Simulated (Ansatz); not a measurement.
Reaction (ligand exchange at a B–O bond): `OCOB[SiH3]` + H–F → `FB[SiH3]` + `OCO`

Computed with Ansatz on PBE0-D4/def2-TZVP structures; ΔE is electronic, products minus reactants. CCSD(T)/CBS is the MP2 limit (def2-TZVPP, def2-QZVPP) plus CCSD(T) − MP2 in def2-TZVPP, frozen cores. This one scheme is used for every species. DFT in def2-TZVPP. Each species was taken in one conformer, which may not be the lowest.

(1) Is it downhill or uphill in electronic energy at CCSD(T)/CBS, and by how much? (Estimate.)

(2) What do these levels give: ωB97X-V, B2PLYP, r2SCAN, HF/def2-TZVPP, CCSD/def2-TZVPP, CCSD(T)/def2-TZVPP? (An estimate is asked.)

Largest T1 diagnostic among the species: 0.014.

Results:

(1) Computed: Uphill: ΔE = +3.5 kJ/mol.

(2) The calculation gave: ωB97X-V -4.4, B2PLYP -7.2, r2SCAN -5.2, HF/def2-TZVPP -22.2, CCSD/def2-TZVPP -2.2, CCSD(T)/def2-TZVPP 1.7 kJ/mol.

The D4 term adds +11.7 kJ/mol with B3LYP and +6.5 kJ/mol with PBE0; it sums over pairs of atoms, weighted by their polarisabilities, and B3LYP, whose exchange is more repulsive, gets the larger term. In def2-TZVPP, CCSD(T) changes the Hartree–Fock value by +23.9 kJ/mol (the triples alone add +3.8 kJ/mol) and MP2 by +27.1 kJ/mol.

B3LYP here is the variant with VWN-RPA as its local correlation; programs differ in this.
